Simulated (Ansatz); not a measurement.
CH$_{8}$AsNSi, SMILES `C[AsH]N[SiH3]`. The species carries charge 0 and has multiplicity 1. Geometry: relaxed with PBE0-D4/def2-TZVP. It is one conformer, not always the lowest.

```xyz
12

C    -0.829   -1.652   -0.750
As   -1.567    0.109   -0.303
N    -0.019    1.120   -0.458
Si    1.254    1.136    0.701
H    -1.553   -2.419   -0.466
H    -0.672   -1.695   -1.828
H     0.114   -1.833   -0.236
H    -1.496   -0.111    1.212
H    -0.174    1.956   -1.000
H     2.386    1.937    0.162
H     0.860    1.713    2.019
H     1.695   -0.262    0.947
```

(1) What is the dipole moment at B3LYP/def2-TZVPP? (Estimate.)

(2) And with PBE, r2SCAN, ωB97M-V? (An estimate is asked.)

(3) Give the Mulliken charges with B3LYP, r2SCAN, ωB97M-V in def2-TZVPP. (Best estimate.)

Answers

(1) Ansatz gave: 0.67 D, with components (-0.34, -0.16, -0.56) D in this frame, pointing from negative to positive charge.

(2) The calculation gave: PBE 0.68 D, r2SCAN 0.65 D, ωB97M-V 0.69 D.

(3) Ansatz gave: 
```
atom  B3LYP  r2SCAN  ωB97M-V
  C1  -0.38   -0.28    -0.43
 As2   0.27    0.26     0.23
  N3  -0.43   -0.46    -0.43
 Si4   0.36    0.39     0.26
  H5   0.11    0.08     0.13
  H6   0.11    0.09     0.14
  H7   0.12    0.09     0.13
  H8  -0.05   -0.05    -0.01
  H9   0.13    0.15     0.11
 H10  -0.08   -0.08    -0.04
 H11  -0.09   -0.09    -0.05
 H12  -0.08   -0.08    -0.04
```

B3LYP here is the variant with VWN-RPA as its local correlation; programs differ in this.
